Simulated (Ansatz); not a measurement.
# Energy profile

The step: SiNH₄Br ([NH2][SiH2][Br]) + HF → SiNH₄F ([NH2][SiH2][F]) + HBr; bonds formed: Si1–F7, Br2–H6; bonds broken: Si1–Br2, H6–F7 (atoms numbered as in the saddle structure below).

```json
{"atom": "Si1", "x (Å)": "-0.3623", "y (Å)": "-0.3506", "z (Å)": "-0.0763"}
{"atom": "Br2", "x (Å)": "1.4939", "y (Å)": "-1.9874", "z (Å)": "1.0400"}
{"atom": "H3", "x (Å)": "-0.2669", "y (Å)": "-1.3304", "z (Å)": "-1.1803"}
{"atom": "H4", "x (Å)": "-1.4628", "y (Å)": "-0.6845", "z (Å)": "0.8428"}
{"atom": "N5", "x (Å)": "-0.3970", "y (Å)": "1.0954", "z (Å)": "-0.9511"}
{"atom": "H6", "x (Å)": "1.1641", "y (Å)": "-0.3797", "z (Å)": "1.5286"}
{"atom": "F7", "x (Å)": "0.5653", "y (Å)": "0.5315", "z (Å)": "1.3093"}
{"atom": "H8", "x (Å)": "-0.3882", "y (Å)": "1.0867", "z (Å)": "-1.9558"}
{"atom": "H9", "x (Å)": "-0.3462", "y (Å)": "2.0190", "z (Å)": "-0.5571"}
```

Electronic energies by CCSD(T) at an estimated basis limit (MP2 extrapolated from triple and quadruple zeta, plus CCSD(T) − MP2 in triple zeta), on PBE0-D4/def2-TZVP structures; SiNH5BrF, singlet; no counterpoise correction. Ansatz 0.2.0; basis: def2-TZVPP and def2-QZVPP; cores frozen in the correlated methods. Filled d shells of the heavier atoms are correlated. The def2 sets are not built for correlating such inner shells, so the correlated values are less sure here. Extrapolation: Hartree–Fock as exp(−7.88 √X), correlation as X^−2.97.

(1) Give the profile in eV, counted from the separated reactants. (An estimate is asked for; the value comes from the calculation.)

T1 diagnostic: at most 0.011.

## Answers

(1) Computed:
```json
{"point": "separated: SiNH4Br (linked as [NH2][SiH2][Br]; Si1, Br2, H3, H4, N5, H8, H9; singlet) + HF (H6, F7; singlet)", "eV": "0.000"}
{"point": "start structure", "eV": "-0.241"}
{"point": "saddle", "eV": "0.994"}
{"point": "end structure", "eV": "-0.617"}
{"point": "separated: SiNH4F (linked as [NH2][SiH2][F]; Si1, H3, H4, N5, F7, H8, H9; singlet) + HBr (Br2, H6; singlet)", "eV": "-0.463"}
```

For scale, one of the runs: CCSD(T)/def2-TZVPP, 222 basis functions, launched by `ansatz run in.yaml --threads 4 --pin off --events-out ev --progress --plain --max-ram 9574MiB`. Hardware: 4 CPU threads of an Arm Neoverse V1, shared host. Wall time 2.4 min; peak host memory 3.6 GiB.
